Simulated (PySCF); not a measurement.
## Computed properties of SnO2, SMILES [O]=[Sn]=[O]

SnO2, SMILES [O]=[Sn]=[O]. Geometry optimised at r2SCAN-D4/def2-TZVP. The def2 effective core potentials stand for the cores of Sn; spin–orbit coupling is left out. One conformer was computed; it need not be the lowest. All values are computed for the isolated molecule unless a solvent is named; none is compared with measurement here.

**Structure.** The optimised structure has D∞h symmetry. All 4 harmonic modes at r2SCAN-D4/def2-TZVP (PySCF) are real, so it is a minimum. With heavy atoms numbered as in [Sn:1](=[O:2])=[O:3], the shortest bond between them is Sn1–O2 at 1.808 Å and the longest Sn1–O3 at 1.808 Å.

**Vibrations.** The strongest infrared lines (harmonic, unscaled, degenerate partners summed) lie at 904 cm⁻¹ (83 km/mol, O 79 %, Sn 21 %), 154 cm⁻¹ (64 km/mol, O 79 %, Sn 21 %). The softest mode is at 154 cm⁻¹ and the zero-point energy is 2.9 kcal/mol.

**Electronic structure.** M06-2X/def2-TZVPD (PySCF) places the frontier levels at -10.19 and -2.40 eV, a gap of 7.79 eV, and gives a dipole moment of 0.00 D and a mean polarisability of 40.7 bohr³. PBE/def2-TZVPD (PySCF) at the same geometry gives -7.20 and -4.25 eV, so its gap is 4.84 eV narrower. An orbital gap is neither the optical nor the fundamental gap.

**Excitations.** TDA-CAM-B3LYP/def2-SVPD (PySCF) has S1 at 3.45 eV (360 nm, f = 0.000, dark); the most intense of the 10 singlets computed lies at 4.73 eV (f = 0.10). Strengths of degenerate partners are summed. T1 (TDA) is at 2.80 eV, 0.65 eV under S1. TDA-PBE/def2-SVPD (PySCF) puts S1 at 3.19 eV. No vertical singlet excitation falls in the visible range (under 3.1 eV).
